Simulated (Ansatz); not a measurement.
Geometry optimisation, RKS PBE-D4/def2-SVP in Ansatz.

Input:

```yaml
crystal:
  periodic: [false, false, false]
  atoms:
    - { symbol: Ta, position_ang: [0.0, 0.0, 0.0] }
    - { symbol: "N", position_ang: [2.51, 0.0, 0.0] }
    - { symbol: H, position_ang: [3.04, -0.5118, 0.762] }
    - { symbol: H, position_ang: [3.04, 0.5118, -0.762] }
    - { symbol: F, position_ang: [0.0, 0.0, 1.93] }
    - { symbol: F, position_ang: [0.0, 0.0, -1.93] }
    - { symbol: F, position_ang: [-0.965, 1.6714, 0.0] }
    - { symbol: F, position_ang: [-0.965, -1.6714, 0.0] }
    - { symbol: S, position_ang: [0.8829, -2.249, 1.4151] }
    - { symbol: H, position_ang: [0.0982, -3.3559, 1.0702] }
    - { symbol: H, position_ang: [2.1891, -1.1728, 0.7379] }
basis:
  gaussian: { orbitals: def2-SVP }
hamiltonian:
  xc: pbe
  dispersion: d4
relax:
  f_tol: 0.15
  max_steps: 25
  restrain:
    - { distance: [0, 8], at: 3.7, k: 30.0 }
    - { distance: [10, 1], at: 2.26, k: 30.0 }
    - { distance: [0, 1], at: 2.16, k: 30.0 }
    - { distance: [10, 8], at: 1.4, k: 30.0 }
```

Launched with:

```bash
$ ansatz run input.yaml --threads 4 --pin off --max-ram 5120MiB --backend cpu --events-out ev --progress --plain --runs-dir out
```

**Question.** Where does it end, and by what steps?

**Answer.** The run converged. The restraints hold the end off the free minimum; the threshold counts their pulls, which the force column leaves out. Restrained pairs: Ta1–S9 (2.80 → 3.70 Å), N2–H11 (1.42 → 2.26 Å), Ta1–N2 (2.51 → 2.10 Å), S9–H11 (1.82 → 1.39 Å). After 14 steps the energy has fallen by 5.368 eV (the restraints' own energy left out); H10 moved furthest, 1.38 Å.

```tsv
step	energy less start (eV)	largest force component (eV/Å)	accepted
0	0.0000	3.204	yes
1	-0.8484	3.880	yes
2	-1.6729	4.690	yes
3	-3.0257	4.063	yes
4	-4.3689	1.418	yes
5	-4.9387	1.629	yes
6	-5.1338	1.739	yes
7	-5.2814	1.925	yes
8	-5.2980	1.940	yes
9	-5.3142	1.956	yes
10	-5.3235	1.835	yes
11	-5.3378	1.837	yes
12	-5.3506	1.830	yes
13	-5.3563	1.702	yes
14	-5.3683	1.839	yes
```

```xyz
11
Properties=species:S:1:pos:R:3
Ta -0.034 0.215 0.092
N 2.066 0.166 0.125
H 2.632 0.429 0.937
H 2.632 -0.196 -0.650
F 0.176 0.629 1.927
F 0.216 -0.638 -1.586
F -0.626 1.883 -0.508
F -1.501 -0.914 0.475
S 1.224 -3.018 1.364
H 1.050 -3.407 0.068
H 1.995 -1.927 0.979
```

Time of the run: 29 s on 4 threads of Arm Neoverse V2 (shared host), peak memory 0.21 GiB.
